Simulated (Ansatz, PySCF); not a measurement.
The PySCF input:
```python
from pyscf import gto, scf, dft

mol = gto.M(
    atom='''
C     1.24236279   -0.39750113   -0.00322907
C     0.10487807    0.60216964    0.01031472
N    -1.20786753   -0.12281767   -0.00534211
H     2.18965049    0.13332978    0.00819683
H     1.21540996   -1.04156893    0.87213189
H     1.22024591   -1.01206128   -0.89968502
H     0.14835877    1.25030737   -0.86574484
H     0.14351839    1.22077270    0.90769459
H    -1.27417674   -0.73835213    0.81691315
H    -1.26963260   -0.71062506   -0.84798726
H    -2.00174661    0.52991014    0.00336156
''',
    basis='sto-3g',
    charge=1,
    verbose=4,
)

mf = dft.RKS(mol)
mf.xc = 'revpbe'
mf.grids.atom_grid = (99, 590)
mf.grids.prune = None
mf.kernel()
```

### Question
Convert this to an input for Ansatz (a quantum-chemistry and plane-wave program).

### Answer
This is not unique; one that fits is 
Ansatz 0.2 input:
```yaml
crystal:
  periodic: [false, false, false]
  atoms:
    - {symbol: C, position_ang: [1.24236279, -0.39750113, -0.00322907]}
    - {symbol: C, position_ang: [0.10487807, 0.60216964, 0.01031472]}
    - {symbol: N, position_ang: [-1.20786753, -0.12281767, -0.00534211]}
    - {symbol: H, position_ang: [2.18965049, 0.13332978, 0.00819683]}
    - {symbol: H, position_ang: [1.21540996, -1.04156893, 0.87213189]}
    - {symbol: H, position_ang: [1.22024591, -1.01206128, -0.89968502]}
    - {symbol: H, position_ang: [0.14835877, 1.25030737, -0.86574484]}
    - {symbol: H, position_ang: [0.14351839, 1.22077270, 0.90769459]}
    - {symbol: H, position_ang: [-1.27417674, -0.73835213, 0.81691315]}
    - {symbol: H, position_ang: [-1.26963260, -0.71062506, -0.84798726]}
    - {symbol: H, position_ang: [-2.00174661, 0.52991014, 0.00336156]}
basis:
  gaussian:
    orbitals: STO-3G
hamiltonian:
  xc: revpbe
total_charge: 1
accuracy: high
```

Both were run: PySCF gave -133.879368 Eh and Ansatz -133.879368 Eh, 0.000 mEh apart.
